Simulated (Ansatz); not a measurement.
Reaction (germylene formation by 1,1-elimination): `[NH2][GeH]([Cl])[Cl]` → `[Cl][Ge][Cl]` + NH₃

Gas-phase electronic energies from Ansatz, PBE0-D4/def2-TZVP geometries. CCSD(T)/CBS adds triple-zeta CCSD(T) − MP2 to the extrapolated MP2 energy (def2 sets, frozen cores). This one scheme is used for every species. Functionals use def2-TZVPP. B3LYP here is the variant with VWN-RPA as its local correlation; programs differ in this. HSE06 is defined as in plane-wave codes. For Ge outer-core shells are correlated without core-valence functions, which leaves a few kJ/mol of doubt a bond. Scalar relativity is left out up to krypton. Each species was taken in one conformer, which may not be the lowest.

```json
{"level": "LDA (SPW92)", "ΔE (kJ/mol)": "70.0", "difference from CCSD(T)/CBS": "13.5"}
{"level": "PBE-D4", "ΔE (kJ/mol)": "35.9", "difference from CCSD(T)/CBS": "-20.6"}
{"level": "BLYP-D4", "ΔE (kJ/mol)": "11.1", "difference from CCSD(T)/CBS": "-45.4"}
{"level": "r2SCAN-D4", "ΔE (kJ/mol)": "61.4", "difference from CCSD(T)/CBS": "4.9"}
{"level": "B97M-V", "ΔE (kJ/mol)": "61.3", "difference from CCSD(T)/CBS": "4.8"}
{"level": "PBE0-D4", "ΔE (kJ/mol)": "58.5", "difference from CCSD(T)/CBS": "2.0"}
{"level": "B3LYP-D4", "ΔE (kJ/mol)": "32.3", "difference from CCSD(T)/CBS": "-24.2"}
{"level": "r2SCANh-D4", "ΔE (kJ/mol)": "65.7", "difference from CCSD(T)/CBS": "9.2"}
{"level": "r2SCAN0-D4", "ΔE (kJ/mol)": "72.1", "difference from CCSD(T)/CBS": "15.6"}
{"level": "BHLYP-D4", "ΔE (kJ/mol)": "57.1", "difference from CCSD(T)/CBS": "0.6"}
{"level": "CAM-B3LYP-D4", "ΔE (kJ/mol)": "52.7", "difference from CCSD(T)/CBS": "-3.8"}
{"level": "ωB97X-V", "ΔE (kJ/mol)": "70.5", "difference from CCSD(T)/CBS": "14.0"}
{"level": "ωB97M-V", "ΔE (kJ/mol)": "51.2", "difference from CCSD(T)/CBS": "-5.3"}
{"level": "B2PLYP", "ΔE (kJ/mol)": "45.8", "difference from CCSD(T)/CBS": "-10.7"}
{"level": "PBE-QIDH", "ΔE (kJ/mol)": "81.6", "difference from CCSD(T)/CBS": "25.1"}
{"level": "PBE", "ΔE (kJ/mol)": "28.2", "difference from CCSD(T)/CBS": "-28.3"}
{"level": "revPBE", "ΔE (kJ/mol)": "12.4", "difference from CCSD(T)/CBS": "-44.1"}
{"level": "BLYP", "ΔE (kJ/mol)": "-5.1", "difference from CCSD(T)/CBS": "-61.6"}
{"level": "r2SCAN", "ΔE (kJ/mol)": "59.4", "difference from CCSD(T)/CBS": "2.9"}
{"level": "PBE0", "ΔE (kJ/mol)": "51.9", "difference from CCSD(T)/CBS": "-4.6"}
{"level": "B3LYP", "ΔE (kJ/mol)": "20.1", "difference from CCSD(T)/CBS": "-36.4"}
{"level": "r2SCANh", "ΔE (kJ/mol)": "63.5", "difference from CCSD(T)/CBS": "7.0"}
{"level": "r2SCAN0", "ΔE (kJ/mol)": "69.7", "difference from CCSD(T)/CBS": "13.2"}
{"level": "HSE06", "ΔE (kJ/mol)": "51.9", "difference from CCSD(T)/CBS": "-4.6"}
{"level": "CAM-B3LYP", "ΔE (kJ/mol)": "45.8", "difference from CCSD(T)/CBS": "-10.7"}
{"level": "LC-ωPBE", "ΔE (kJ/mol)": "80.0", "difference from CCSD(T)/CBS": "23.5"}
{"level": "RPA@PBE/def2-TZVPP", "ΔE (kJ/mol)": "60.1", "difference from CCSD(T)/CBS": "3.6"}
{"level": "HF/def2-SVP", "ΔE (kJ/mol)": "66.9", "difference from CCSD(T)/CBS": "10.4"}
{"level": "MP2/def2-SVP", "ΔE (kJ/mol)": "88.5", "difference from CCSD(T)/CBS": "32.0"}
{"level": "CCSD/def2-SVP", "ΔE (kJ/mol)": "70.9", "difference from CCSD(T)/CBS": "14.4"}
{"level": "CCSD(T)/def2-SVP", "ΔE (kJ/mol)": "69.9", "difference from CCSD(T)/CBS": "13.4"}
{"level": "HF/def2-TZVPP", "ΔE (kJ/mol)": "61.4", "difference from CCSD(T)/CBS": "4.9"}
{"level": "MP2/def2-TZVPP", "ΔE (kJ/mol)": "84.1", "difference from CCSD(T)/CBS": "27.6"}
{"level": "SCS-MP2/def2-TZVPP", "ΔE (kJ/mol)": "75.1", "difference from CCSD(T)/CBS": "18.6"}
{"level": "CCSD/def2-TZVPP", "ΔE (kJ/mol)": "73.1", "difference from CCSD(T)/CBS": "16.6"}
{"level": "CCSD(T)/def2-TZVPP", "ΔE (kJ/mol)": "73.0", "difference from CCSD(T)/CBS": "16.5"}
{"level": "HF/def2-QZVPP", "ΔE (kJ/mol)": "59.6", "difference from CCSD(T)/CBS": "3.1"}
{"level": "MP2/def2-QZVPP", "ΔE (kJ/mol)": "74.0", "difference from CCSD(T)/CBS": "17.5"}
{"level": "SCS-MP2/def2-QZVPP", "ΔE (kJ/mol)": "67.1", "difference from CCSD(T)/CBS": "10.6"}
{"level": "MP2/CBS(def2)", "ΔE (kJ/mol)": "67.6", "difference from CCSD(T)/CBS": "11.1"}
{"level": "CCSD(T)/CBS", "ΔE (kJ/mol)": "56.5", "difference from CCSD(T)/CBS": "0"}
```

Largest T1 diagnostic among the species: 0.013.

At CCSD(T), def2-SVP lies +13.4 kJ/mol from the extrapolated value and def2-TZVPP +16.5 kJ/mol. From r2SCAN to r2SCAN0 (25 % exact exchange), in def2-TZVPP and without D4, ΔE moves by +10.3 kJ/mol.

CCSD(T)/CBS has its own doubt, a few kJ/mol and more with outer-core shells, so smaller differences from it don't rank the levels.
